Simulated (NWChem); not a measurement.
Species: Te, triplet

Program: NWChem. Spin-unrestricted. The open p shell is one determinant without spherical averaging. No stability test was run on the SCF state. def2 effective core potentials on Te; no spin-orbit coupling. Total energies compare along this basis series because the functional is fixed.

```json
[
 {"level": "PBE/def2-SVP", "basis functions": "26", "energy (Ha)": "-267.9634", "highest occupied level (eV)": "-5.04", "lowest empty minus highest occupied level, either spin (eV)": "0.08"},
 {"level": "PBE/def2-SVPD", "basis functions": "35", "energy (Ha)": "-267.9651", "highest occupied level (eV)": "-5.18", "lowest empty minus highest occupied level, either spin (eV)": "0.08"},
 {"level": "PBE/def2-TZVP", "basis functions": "50", "energy (Ha)": "-267.9731", "highest occupied level (eV)": "-5.23", "lowest empty minus highest occupied level, either spin (eV)": "0.21"},
 {"level": "PBE/def2-TZVPD", "basis functions": "59", "energy (Ha)": "-267.9732", "highest occupied level (eV)": "-5.25", "lowest empty minus highest occupied level, either spin (eV)": "0.21"},
 {"level": "PBE/def2-TZVPP", "basis functions": "50", "energy (Ha)": "-267.9731", "highest occupied level (eV)": "-5.23", "lowest empty minus highest occupied level, either spin (eV)": "0.21"},
 {"level": "PBE/def2-QZVP", "basis functions": "82", "energy (Ha)": "-267.9745", "highest occupied level (eV)": "-5.26", "lowest empty minus highest occupied level, either spin (eV)": "0.24"}
]
```
